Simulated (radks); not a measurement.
Values are calculated unless marked as measured or tabulated.
Task: Ionisation of I+, [Kr] 4d10 5s2 5p4, to I2+, [Kr] 4d10 5s2 5p3, under several functionals. Scalar-relativistic Kohn-Sham, spin-polarised, spherical densities, finite nucleus; open shells are filled with parallel spins first (spin-orbit coupling, left out, can overturn this in heavy ions); a radial shooting solver on a logarithmic mesh with Libxc functionals. The NIST Atomic Spectra Database gives 19.131 eV (measured). Rank these functionals by the error of their Delta-SCF ionisation energy: Wu-Cohen GGA; exchange-only r2SCAN; BLYP; exchange-only LDA; OLYP; AM05; r2SCAN.

Result: From best to worst: BLYP 18.721 eV (-0.410); Wu-Cohen GGA 18.712 eV (-0.419); AM05 18.617 eV (-0.515); r2SCAN 18.383 eV (-0.748); OLYP 18.278 eV (-0.853); exchange-only LDA 17.359 eV (-1.773); exchange-only r2SCAN 17.095 eV (-2.036). Open shells are spherical and high-spin; term and fine-structure splittings are not resolved. Spin-orbit splitting is averaged out at the scalar-relativistic level.
